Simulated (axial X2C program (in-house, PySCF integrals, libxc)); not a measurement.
## Spin–orbit effects along a row: molecules with Tc, PBE0

All values come from calculations with an in-house all-electron X2C program for linear molecules (integrals from PySCF), spin-free (one-electron X2C) or two-component (2c: spin–orbit coupling with atomic mean-field Coulomb and Gaunt terms, which also bring small scalar terms), in Dyall basis sets with cores contracted in-house; open shells are unrestricted.

Basis sets: Mg dyall-cv3z, Na dyall-cv3z, P dyall-v3z, S dyall-av3z, Si dyall-v3z, Tc dyall-cv3z, Tc dyall-v3z.

```csv
molecule,spin-free state,Re (Å),ωe (cm⁻¹),De (eV),2c state,Re 2c (Å),ωe 2c (cm⁻¹),De 2c (eV)
NaTc,"M_S = 2, Λ = 0",2.916,178.8,0.92,Ω = 3,2.877,179.9,0.92
MgTc,"M_S = 5/2, Λ = 1",2.751,209.9,0.68,Ω = 7/2,2.752,208.9,0.72
TcSi,"M_S = 3/2, Λ = 0",2.183,410.6,3.61,Ω = 3/2,2.183,410.3,3.60
TcP,"M_S = 2, Λ = 1",2.102,484.0,3.14,Ω = 1,2.101,486.2,3.17
TcS,"M_S = 5/2, Λ = 0",2.117,514.6,4.46,Ω = 5/2,2.117,514.2,4.46
```

Q: Work out the shifts from the spin-free to the two-component result.

A: 

```json
{"molecule": "NaTc", "2c state": "Ω = 3", "ΔRe (Å)": "other state", "Δωe (cm⁻¹)": "other state", "ΔDe (eV)": "n/a"}
{"molecule": "MgTc", "2c state": "Ω = 7/2", "ΔRe (Å)": "0.001", "Δωe (cm⁻¹)": "-1.0", "ΔDe (eV)": "0.04"}
{"molecule": "TcSi", "2c state": "Ω = 3/2", "ΔRe (Å)": "0.000", "Δωe (cm⁻¹)": "-0.3", "ΔDe (eV)": "-0.01"}
{"molecule": "TcP", "2c state": "Ω = 1", "ΔRe (Å)": "-0.001", "Δωe (cm⁻¹)": "2.2", "ΔDe (eV)": "0.03"}
{"molecule": "TcS", "2c state": "Ω = 5/2", "ΔRe (Å)": "0.000", "Δωe (cm⁻¹)": "-0.4", "ΔDe (eV)": "0.00"}
```

Shifts of one unit in the last digit are rounding.

Each entry is the lowest single determinant of a limited PBE0 search at one distance. De goes to single-determinant-based atoms at the same level (for ions the charge split of lowest energy) and is withheld (n/a) where an atom does not fit its ground term or J level. Main or longest-lived isotopes. One determinant is a doubtful description, or other states lie close, for NaTc, MgTc, TcSi, TcP, TcS; these need not be ground states, and all values refer to the states named. Some open-shell Ω = 0 determinants are out of reach, so the Ω given for NaTc, TcP need not be the lowest component. With several unpaired electrons the Ω given is that of one determinant, not necessarily of the lowest component. Some light 2c atoms are not at their ground J level, so De misses part of their lowering (0.04 eV or less). The functionals have no current term, which raises determinants with orbital currents. Where the atoms have a lower orbital projection than the molecule, De at mean-field level may be about a tenth of an eV too small. The lowest determinant changes configuration between the Hamiltonians for NaTc, so two states are compared there.
